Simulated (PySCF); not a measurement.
**Sm⁵⁴⁺ (samarium, charge +54) across methods**

[He] 2s2 2p4, high-spin 3P determinant. Computed with PySCF 2.14 in an even-tempered Gaussian basis (17 s from 29 bohr⁻², ratio 2.2; 10 p from 37 bohr⁻², ratio 2.2; 6 d from 150 bohr⁻², ratio 2.4; 5 f from 230 bohr⁻², ratio 2.4; 4 g from 340 bohr⁻², ratio 2.4), with the non-relativistic Hamiltonian (point nucleus).

| method | E (hartree) | mean ε 2s β (eV) | mean ε 2p α (eV) | mean ε 2p β (eV) | Σ⟨r²⟩ (bohr²) | ⟨S²⟩ |
| --- | --- | --- | --- | --- | --- | --- |
| BHandHLYP | -6383.96 | -11113.1 | -10933.7 | -10883.6 | 0.06077 | 2.000 |
| PBE0 | -6383.41 | -11085.1 | -10898.8 | -10851.2 | 0.06078 | 2.000 |
| r2SCAN | -6383.91 | -11066.9 | -10881.4 | -10833.1 | 0.06076 | 2.000 |
| BLYP | -6383.88 | -11058.2 | -10865.7 | -10820.9 | 0.06079 | 2.000 |
| PBE | -6383.22 | -11057.3 | -10864.5 | -10819.5 | 0.06080 | 2.000 |
| UHF | -6383.67958 | -11166.3 | -11000.4 | -10944.6 | 0.06074 | 2.000 |

**Question.** Estimate the same row for LDA.

**Answer.** E (hartree) = -6377.03; mean ε 2s β (eV) = -11050.5; mean ε 2p α (eV) = -10859.7; mean ε 2p β (eV) = -10809.1; Σ⟨r²⟩ (bohr²) = 0.06084; ⟨S²⟩ = 2.000.

A non-relativistic calculation at this Z misses sizeable relativistic shifts. Spin-orbit coupling is strong in this species (close to jj coupling), so the high-spin LS determinant is a model state, not a physical level.
